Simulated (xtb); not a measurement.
C6H5Cl, septet, at a GFN2-xTB geometry of the parent state (a higher spin typed on purpose: for a closed-shell molecule this is an excited state); GFN0-xTB in xtb 6.7.1.

Here is a job for xtb.
```
$ xtb mol.xyz --gfn 0 --chrg 0 --uhf 6 --json

# file mol.xyz
12

Cl     1.83420093     0.13297747     0.85980151
C      0.69519421     0.06386758    -0.51905163
C     -0.15472342     1.24542738    -0.54799587
C     -1.46579958     1.11262529    -0.20666758
C     -2.03896329    -0.16252941    -0.03304804
C     -1.27092044    -1.32427420    -0.24550767
C      0.04373298    -1.23620462    -0.58754892
H      0.28836736     2.20789803    -0.74877237
H     -2.09914331     1.98670807    -0.14628794
H     -3.09818260    -0.25014280     0.14937375
H     -1.75718645    -2.28934981    -0.21444114
H      0.63360642    -2.10920265    -0.81757972
```

It wrote (shortened):

```
   ID    Z sym.   atoms
    1   17 Cl     1
    2    6 C      2-7
    3    1 H      8-12

           -------------------------------------------------
          |                Calculation Setup                |
           -------------------------------------------------

           -------------------------------------------------
          |                 G F N 0 - x T B                 |
           -------------------------------------------------

          ...................................................
          :                      SETUP                      :
          :.................................................:
          :  # basis functions                  44          :
          :  # atomic orbitals                  43          :
          :  # shells                           25          :
          :  # electrons                        36          :
          :  electronic temp.          300.0000000     K    :
          :  accuracy                    1.0000000          :
          :  -> integral cutoff          0.2500000E+02      :
          :  -> integral neglect         0.1000000E-07      :
          ...................................................

         :::::::::::::::::::::::::::::::::::::::::::::::::::::
         ::                     SUMMARY                     ::
         :::::::::::::::::::::::::::::::::::::::::::::::::::::
         :: total energy             -19.162335317767 Eh    ::
         :: gradient norm              0.194295305350 Eh/a0 ::
         :: HOMO-LUMO gap              1.797767888252 eV    ::
         ::.................................................::
         :: H0 energy                -19.419394187228 Eh    ::
         :: repulsion energy           0.282103179410 Eh    ::
         :: electrostat energy        -0.020517525000 Eh    ::
         :: -> Gsolv                   0.000000000000 Eh    ::
         ::    -> Gsasa                0.000000000000 Eh    ::
         ::    -> Gshift               0.000000000000 Eh    ::
         :: dispersion energy         -0.004526784950 Eh    ::
         :: short-range corr.          0.000000000000 Eh    ::
         :: add. restraining           0.000000000000 Eh    ::
         :: total charge               0.000000000000 e     ::
         :::::::::::::::::::::::::::::::::::::::::::::::::::::

           -------------------------------------------------
          |                Property Printout                |
           -------------------------------------------------

    * Orbital Energies and Occupations

         #    Occupation            Energy/Eh            Energy/eV
      -------------------------------------------------------------
         1        2.0000           -0.9711746             -26.4270
       ...           ...                  ...                  ...
         9        2.0000           -0.5307287             -14.4419
        10        2.0000           -0.5203974             -14.1607
        11        2.0000           -0.5155811             -14.0297
        12        2.0000           -0.5008924             -13.6300
        13        2.0000           -0.4771028             -12.9826
        14        2.0000           -0.4761546             -12.9568
        15        1.9999           -0.4607666             -12.5381
        16        1.0001           -0.4423634             -12.0373
        17        1.0000           -0.4345336             -11.8243
        18        1.0000           -0.3912889             -10.6475
        19        1.0000           -0.3243142              -8.8250
        20        1.0000           -0.2632798              -7.1642
        21        1.0000           -0.2222524              -6.0478 (HOMO)
        22                         -0.1561856              -4.2500 (LUMO)
        23                         -0.1161025              -3.1593
        24                         -0.1157951              -3.1509
        25                         -0.1143539              -3.1117
        26                         -0.1064283              -2.8961
        27                         -0.1016574              -2.7662
        28                         -0.0654792              -1.7818
        29                         -0.0631597              -1.7187
        30                         -0.0602744              -1.6401
        31                         -0.0503009              -1.3688
        32                          0.0904786               2.4620
       ...                                ...                  ...
        43                          0.6216238              16.9152
      -------------------------------------------------------------
                  HL-Gap            0.0660668 Eh            1.7978 eV
             Fermi-level            0.0000000 Eh            0.0000 eV

     #   Z          covCN         q      C6AA      α(0)
     1  17 Cl       0.977    -0.200   103.432    15.547
     2   6 C        2.869     0.124    26.657     8.436
     3   6 C        2.950    -0.109    32.400     9.307
     4   6 C        2.907    -0.082    31.667     9.198
     5   6 C        2.916    -0.081    31.638     9.194
     6   6 C        2.907    -0.082    31.667     9.198
     7   6 C        2.950    -0.109    32.400     9.307
     8   1 H        0.926     0.116     1.645     2.006
     9   1 H        0.926     0.103     1.755     2.072
    10   1 H        0.926     0.100     1.784     2.089
    11   1 H        0.926     0.103     1.755     2.072
    12   1 H        0.926     0.116     1.645     2.006

 Mol. C6AA /au·bohr⁶  :       2513.508013
 Mol. C8AA /au·bohr⁸  :      71915.145964
 Mol. α(0) /au        :         80.430831

Wiberg/Mayer (AO) data.
largest (>0.10) Wiberg bond orders for each atom

 ---------------------------------------------------------------------------
     #   Z sym  total        # sym  WBO       # sym  WBO       # sym  WBO
 ---------------------------------------------------------------------------
     1  17 Cl   1.713 --     2 C    1.105     3 C    0.137     7 C    0.137
                             5 C    0.106
     2   6 C    3.386 --     1 Cl   1.105     3 C    1.025     7 C    1.025
     3   6 C    3.458 --     4 C    1.081     2 C    1.025     8 H    0.957
                             1 Cl   0.137
     4   6 C    3.603 --     5 C    1.177     3 C    1.081     9 H    0.953
                             6 C    0.153
     5   6 C    3.664 --     6 C    1.177     4 C    1.177    10 H    0.974
                             1 Cl   0.106
     6   6 C    3.603 --     5 C    1.177     7 C    1.081    11 H    0.953
                             4 C    0.153
     7   6 C    3.458 --     6 C    1.081     2 C    1.025    12 H    0.957
                             1 Cl   0.137
     8   1 H    0.990 --     3 C    0.957
     9   1 H    0.984 --     4 C    0.953
    10   1 H    0.985 --     5 C    0.974
    11   1 H    0.984 --     6 C    0.953
    12   1 H    0.990 --     7 C    0.957
 ---------------------------------------------------------------------------

Topologies differ in total number of bonds
Writing topology from bond orders to xtbtopo.mol

 dipole moment from electron density (au)
     X       Y       Z
   1.5643   0.1178   0.4571  total (Debye):    4.153

           -------------------------------------------------
          | TOTAL ENERGY              -19.162335317767 Eh   |
          | GRADIENT NORM               0.194295305350 Eh/α |
          | HOMO-LUMO GAP               1.797767888252 eV   |
           -------------------------------------------------

normal termination of xtb
```
